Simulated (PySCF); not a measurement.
C4H9Al. Atoms are numbered in the order given.

```xyz
14

Al     0.7680    -0.1451     0.4503
C     -0.5266    -1.3936    -0.4603
C     -1.0162    -0.1066    -0.9790
C     -0.3264     0.7352    -1.8005
H     -1.2647    -1.9752     0.1012
H      0.0296    -2.0051    -1.1841
H     -1.9155     0.3013    -0.4975
H      0.5623     0.4052    -2.3476
H     -0.6989     1.7390    -2.0156
H      2.2131    -0.1357    -0.1950
C      0.2860     0.8389     2.0766
H      0.6488     1.8804     2.0496
H      0.7439     0.3682     2.9651
H     -0.8028     0.8648     2.2487
```
Charge 0, spin multiplicity 1.

Geometry optimised at B3LYP-D3(BJ)/def2-SVP. The structure was generated by enumeration; whether it is a known compound was not checked. Other conformers were not sampled.

Computed with PBE/def2-TZVP (PySCF).

ESP charges are fitted to the potential on shells at 1.4 to 2.0 van der Waals radii. Atomic charges (e):

| atom | ESP fit | IAO | Löwdin |
|---|---|---|---|
| Al1 | 0.76 | 0.81 | 0.17 |
| C2 | -0.77 | -0.59 | -0.32 |
| C3 | 0.29 | -0.13 | -0.20 |
| C4 | -0.68 | -0.37 | -0.20 |
| H5 | 0.20 | 0.16 | 0.14 |
| H6 | 0.21 | 0.17 | 0.16 |
| H7 | 0.08 | 0.16 | 0.16 |
| H8 | 0.24 | 0.16 | 0.14 |
| H9 | 0.21 | 0.16 | 0.13 |
| H10 | -0.27 | -0.19 | -0.09 |
| C11 | -0.76 | -0.80 | -0.50 |
| H12 | 0.15 | 0.16 | 0.14 |
| H13 | 0.17 | 0.16 | 0.14 |
| H14 | 0.15 | 0.15 | 0.14 |
